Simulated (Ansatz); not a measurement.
Cost and result for the atomization energy of `CC(C)[O][Al]([F])[Cl]` (14 atoms, 13 bonds).

Cartesian coordinates in Å:
```
C -1.491 -0.154 -0.456
C -0.143 0.528 -0.583
C 0.897 -0.371 -1.220
O 0.302 0.981 0.681
Al 0.719 0.273 2.129
F 0.669 -1.353 2.352
Cl 1.323 1.461 3.714
H -2.214 0.512 0.020
H -1.402 -1.064 0.146
H -1.879 -0.435 -1.437
H -0.260 1.426 -1.202
H 1.859 0.142 -1.286
H 0.595 -0.662 -2.229
H 1.025 -1.284 -0.629
```

The species carries charge 0 and has multiplicity 1. The geometry is a stationary point of PBE0-D4/def2-TZVP. It is one conformer, not always the lowest. Program: Ansatz. All runs use 2 threads of an AMD EPYC 7R13 on a shared host and a share of an NVIDIA H100 80 GB. Times are those of one run each, without the atoms' runs, and a repeat can differ threefold. Electronic energies, without spin–orbit coupling; frozen cores. CCSD(T)/CBS adds CCSD(T) − MP2 in def2-TZVPP to the MP2 limit, and its time is that of the two runs behind it. T1 = 0.011. B3LYP takes the VWN-RPA correlation (the form of Gaussian; ORCA's B3LYP/G).

CCSD(T)/CBS is a level of theory with its own doubt, some kJ/mol a heavy atom from the limit and from the frozen cores, so smaller differences don't rank the functionals.

```
                             level  functions  wall time  atomization (kcal/mol)  difference from CCSD(T)/CBS  per bond
                PBE0-D4/def2-TZVPP        337      2.3 s                  1343.2                         -4.0      -0.3
   PBE-D4/def2-TZVPP (with forces)        337      2.6 s                  1364.3                         17.1       1.3
r2SCAN-D4/def2-TZVPP (with forces)        337      2.9 s                  1349.7                          2.5       0.2
 B3LYP-D4/def2-TZVPP (with forces)        337      3.2 s                  1338.2                         -9.0      -0.7
                ωB97X-V/def2-TZVPP        337      3.2 s                  1345.5                         -1.7      -0.1
                 B2PLYP/def2-TZVPP        337      3.9 s                  1329.5                        -17.7      -1.4
  ωB97M-V/def2-TZVPP (with forces)        337      4.2 s                  1347.0                         -0.2       0.0
                    MP2/def2-QZVPP        635      4.8 s                  1364.2                         17.0       1.3
                CCSD(T)/def2-TZVPP        337       15 s                  1313.7                        -33.5      -2.6
                 CCSD(T)/CBS(def2)          –       19 s                  1347.2                          0.0       0.0
```

In def2-TZVPP, CCSD(T) changes the Hartree–Fock value by +305.3 kcal/mol (the triples alone add +18.4 kcal/mol) and MP2 by +335.8 kcal/mol; breaking electron pairs costs correlation energy, which Hartree–Fock lacks. From PBE to PBE0 (25 % exact exchange), in def2-TZVPP and without D4, the atomization energy moves by −20.0 kcal/mol: exact exchange takes away binding that semilocal exchange gives to molecules. The D4 term adds +12.1 kcal/mol with B3LYP and +6.5 kcal/mol with PBE0; it sums over pairs of atoms, weighted by their polarisabilities, and B3LYP, whose exchange is more repulsive, gets the larger term.
